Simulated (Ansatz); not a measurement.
Saddle point of Si₂H₆ClOF₃, closed shell (Si₂H₃ClF₂ ([F][Si]([F])([SiH3])[Cl]) + H₂O + HF → SiHClOF₂ ([OH][Si]([F])([F])[Cl]) + SiH₄ + HF; bonds formed: Si1–O7, Si2–H8, H6–F9; bonds broken: Si1–Si2, H6–O7, H8–F9), PBE0-D4/def2-TZVP structure:

| atom | x (Å) | y (Å) | z (Å) |
| --- | --- | --- | --- |
| Si1 | -0.9608 | 0.1465 | 0.5388 |
| Si2 | 0.9909 | -1.4141 | -0.1100 |
| F3 | -2.3498 | -0.3137 | -0.0898 |
| F4 | -0.8808 | -0.9859 | 1.6959 |
| Cl5 | -1.1436 | 1.7903 | 1.7459 |
| H6 | 0.3926 | 1.5167 | -0.7969 |
| O7 | -0.6317 | 1.1297 | -0.9858 |
| H8 | 0.9977 | 0.3355 | 0.1478 |
| F9 | 1.5054 | 1.4441 | -0.2462 |
| H10 | 1.6256 | -2.0039 | 1.0839 |
| H11 | -0.1819 | -2.1988 | -0.5780 |
| H12 | 1.9348 | -1.2487 | -1.2400 |
| H13 | -1.2985 | 1.8024 | -1.1655 |

Energies are electronic, without zero-point energy. Barriers and step energies count from the start structure reached by relaxing down the imaginary mode; all methods use the PBE0-D4 structures, on which another method's saddle can fall below an end. Program: Ansatz 0.2.0. Basis: def2-TZVPP, with def2-QZVPP for the basis limit. Cores are frozen in the correlated methods. B3LYP uses VWN-RPA correlation. Extrapolation: Hartree–Fock as exp(−7.88 √X), correlation as X^−2.97.

| method | barrier (eV) | step energy (eV) |
| --- | --- | --- |
| SPW92 | ? | -0.700 |
| PBE-D4 | 1.532 | -0.747 |
| BLYP-D4 | 1.812 | -0.888 |
| r2SCAN-D4 | ? | -0.994 |
| B97M-V | 1.849 | -1.057 |
| PBE0-D4 | 1.779 | -0.874 |
| B3LYP-D4 | 1.973 | -0.983 |
| r2SCAN0-D4 | 1.790 | -1.048 |
| BHLYP-D4 | 2.260 | -1.105 |
| CAM-B3LYP-D4 | 1.938 | -1.060 |
| wB97X-V | ? | -0.999 |
| wB97M-V | 1.888 | -1.027 |
| B2PLYP | 2.000 | -1.103 |
| PBE-QIDH | 1.912 | -1.044 |
| RPA on PBE | 1.975 | -1.123 |
| HF | 3.032 | -1.449 |
| MP2 | 1.932 | -1.135 |
| CCSD | 2.206 | -1.153 |
| CCSD(T) | 2.026 | -1.099 |

(1) Fill in the withheld barriers. (Judge from chemistry; the value comes from the calculation.)

T1 diagnostic: at most 0.013.

## Answers

(1) Computed: SPW92 0.926; r2SCAN-D4 1.572; wB97X-V 1.933 eV. Each is the energy of the saddle less that of the start structure, by the same method.

For comparison, the barrier by CCSD(T) at an estimated basis limit (MP2 extrapolated from triple and quadruple zeta, plus CCSD(T) − MP2 in triple zeta) is 2.024 eV.

Labels in which every atom is bracketed show which atoms are joined, not bond orders.

For scale, one of the runs: CCSD(T)/def2-TZVPP, 334 basis functions, launched by `ansatz run in.yaml --threads 4 --pin off --events-out ev --progress --plain --max-ram 66560MiB --backend cuda --devices 0, --max-vram 37GiB`. Hardware: 4 CPU threads of an AMD EPYC 7R13 and a share of one NVIDIA H100, shared host. Wall time 16 s; peak host memory 0.84 GiB.
